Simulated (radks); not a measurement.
Charge is removed step by step from the 4d5/2 level of the praseodymium ion Pr17+, starting from [Kr] 4d(3/2: 4, 5/2: 2). Method: Dirac Kohn-Sham, PBEsol, spin-unpolarised, spherical densities, point nucleus; computed with a radial shooting solver on a logarithmic mesh with Libxc functionals.

removed (e)  E - E(0) (eV)  eigenvalue (eV)  E minus straight line (eV)
0                    0.000          -463.76                       0.000
0.25                117.00          -472.21                      -3.187
0.5                 236.11          -480.71                      -4.257
0.75                357.35          -489.24                      -3.198
1                   480.73          -497.81                       0.000

Removing the whole electron costs 480.73 eV by Delta-SCF, against 463.76 eV from minus the eigenvalue at the starting occupation. Slater's transition state (half an electron removed) gives 480.71 eV. Integrating minus the eigenvalue over the occupation (Janak's theorem) gives 480.73 eV. The mean slope of the eigenvalue, de/dn, is 34.1 eV per electron. Ionisation energy of Pr17+ in the NIST Atomic Spectra Database: 478 eV (theoretical).

Beside tabulated values, note that spin-unpolarised runs miss the spin-polarisation part of the exchange energy of open shells.
